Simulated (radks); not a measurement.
Q: The mean radii <r> (bohr) of the occupied orbitals of an atom or ion are listed with their occupations. Calculated with a radial shooting solver on a logarithmic mesh with Libxc functionals: scalar-relativistic Kohn-Sham, r2SCAN, spin-polarised, spherical densities, finite nucleus; meta-GGA in the generalised Kohn-Sham scheme; Fermi nuclear charge, rms radius of each element as measured or else 0.836 A^(1/3) + 0.57 fm.

| orbital | occ. | <r> |
|---|---|---|
| 1s up | 1 | 0.02112 |
| 1s down | 1 | 0.02112 |
| 2s up | 1 | 0.08975 |
| 2s down | 1 | 0.08975 |
| 2p up | 3 | 0.07946 |
| 2p down | 3 | 0.07946 |
| 3s up | 1 | 0.2343 |
| 3s down | 1 | 0.2341 |
| 3p up | 3 | 0.2333 |
| 3p down | 3 | 0.2330 |
| 3d up | 5 | 0.2123 |
| 3d down | 5 | 0.2120 |
| 4s up | 1 | 0.5288 |
| 4s down | 1 | 0.5290 |
| 4p up | 3 | 0.5594 |
| 4p down | 3 | 0.5597 |
| 4d up | 5 | 0.6044 |
| 4d down | 5 | 0.6054 |
| 5s up | 1 | 1.226 |
| 5s down | 1 | 1.248 |
| 5p up | 3 | 1.379 |
| 5p down | 2 | 1.408 |
| 4f up | 7 | 0.7430 |
| 4f down | 1 | 0.7619 |

Name the element and its charge. Open shells, if any, are filled with parallel spins first.

A: Z = 66, dysprosium, charge +5: Dy5+ in [Kr] 4d10 4f8 5s2 5p5. The 1s radius gives Z: for a bare nucleus <r> = (2 gamma + 1)/(2Z) with gamma = sqrt(1 - (Z/c)^2), 0.02085 bohr for Z = 66, and screening makes it slightly larger (0.02112 here). The occupations add up to 61, and the charge is Z minus that.
